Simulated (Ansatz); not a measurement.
The cluster Na6P⁻, relaxed as a singlet with RKS PBE-D4/def2-SVPD in Ansatz, starting from the GFN1-xTB geometry. Force threshold 0.02 eV/Å.

The restricted singlet is unstable towards broken spin symmetry at other levels; at PBE-D4/def2-SVPD this wasn't settled. Another isomer (singlet) lies 0.31 eV lower at PBE0-D4/def2-TZVPD; other spin states weren't run for this one.

Start:

```xyz
7

P    -0.132   -0.194    0.684
Na    1.329    1.590   -0.694
Na    3.074    3.648    0.886
Na   -2.991   -3.382   -1.820
Na    1.409    1.441    2.250
Na   -0.270   -2.555   -0.624
Na   -2.419   -0.548   -0.683
```

| step | energy (eV) | largest force component (eV/Å) | SCF passes |
| --- | --- | --- | --- |
| 1 | -35752.9741 | 0.553 | 21 |
| 2 | -35753.1552 | 0.351 | 22 |
| 3 | -35753.3414 | 0.109 | 22 |
| 4 | -35753.3779 | 0.027 | 22 |
| 5 | -35753.3803 | 0.019 | 21 |
| 6 | -35753.3809 | 0.011 | 21 |
| 7 | -35753.3814 | 0.007 | 20 |
| 8 | -35753.3820 | 0.009 | 21 |

Force components are those of the run's own axes.

End:

```xyz
7

P    -0.129   -0.237    0.819
Na    1.147    1.290   -0.953
Na    3.283    3.851    0.775
Na   -3.009   -3.376   -2.288
Na    1.252    1.418    2.363
Na   -0.022   -2.582   -0.406
Na   -2.523   -0.364   -0.308
```

By distances, no bond broke or formed. The bond that changes most is Na2–Na3, from 3.13 to 3.76 Å (atoms count from 1).

The force fell under the threshold at step 5, but the optimiser went on. No frequencies were taken in this run, so the end may be a saddle point.

Hardware: 4 threads of Intel Xeon Platinum 8488C on a shared host. Wall time 13 s.
